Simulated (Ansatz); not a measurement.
```yaml
crystal:
  periodic: [false, false, false]
  atoms:
    - {symbol: C, position_ang: [1.629592, 0.170495, -1.251287]}
    - {symbol: N, position_ang: [0.783644, -0.338854, -0.194801]}
    - {symbol: C, position_ang: [1.364811, -1.464019, 0.503430]}
    - {symbol: Ta, position_ang: [-0.973972, 0.421438, 0.247221]}
    - {symbol: O, position_ang: [-1.519315, 0.899633, -1.543290]}
    - {symbol: O, position_ang: [-0.912000, 0.151057, 2.159437]}
    - {symbol: O, position_ang: [-0.932685, 2.342883, 0.555700]}
    - {symbol: O, position_ang: [-2.402772, -0.900324, 0.289988]}
    - {symbol: H, position_ang: [2.586939, 0.526797, -0.849041]}
    - {symbol: H, position_ang: [1.844052, -0.612833, -1.990309]}
    - {symbol: H, position_ang: [1.145666, 0.997657, -1.770774]}
    - {symbol: H, position_ang: [0.710686, -1.801328, 1.307513]}
    - {symbol: H, position_ang: [2.331226, -1.190244, 0.947111]}
    - {symbol: H, position_ang: [1.533634, -2.305119, -0.181617]}
    - {symbol: H, position_ang: [-1.904271, 1.711951, -1.870003]}
    - {symbol: H, position_ang: [-1.574204, -0.217214, 2.743134]}
    - {symbol: H, position_ang: [-0.839929, 2.625822, 1.468023]}
    - {symbol: H, position_ang: [-2.908704, -1.006596, -0.518534]}
basis:
  gaussian: {orbitals: def2-mTZVPP}
magnetization: {spin_polarized: true, initial_magnetization: 6}
hamiltonian: {xc: {name: r2SCAN}}
accuracy: high
```

```sh
$ ansatz run in.yaml --threads 4 --pin off --events-out ev --progress --plain --max-ram 66560MiB --backend cpu
```

It prints (some lines left out):

```
Functional definition: r2SCAN
5236 factors; integrals over basis functions are off by at most 1.6e-7 eV
mean field evaluation 1: about -13435.3816 eV, gradient 7.0e1 eV
mean field evaluation 2: about -13362.3520 eV, gradient 1.4e2 eV
mean field evaluation 4: about -13449.8555 eV, gradient 3.7e1 eV
mean field evaluation 8: about -13454.5133 eV, gradient 1.8e1 eV
mean field evaluation 16: about -13456.1311 eV, gradient 1.7e-1 eV
mean field evaluation 32: about -13456.1320 eV, gradient 2.1e-3 eV
mean field -13456.13201061 eV, -494.5037304961 hartree, gradient 4.6e-8 eV, S^2 12.015184; 10 other end points of the search recorded, 0 dependent functions left out
reference -13456.13201777 eV, -494.5037307593 hartree; 40, 34 occupied and 204, 210 virtual orbitals, 5236 factors
Total energy: -13456.13201777 eV, -494.5037307593 hartree
```

Something in this input is off. What?

The spin is set far too high for this molecule. The calculation finished and met its thresholds. The result belongs to that input, not to the molecule as meant.
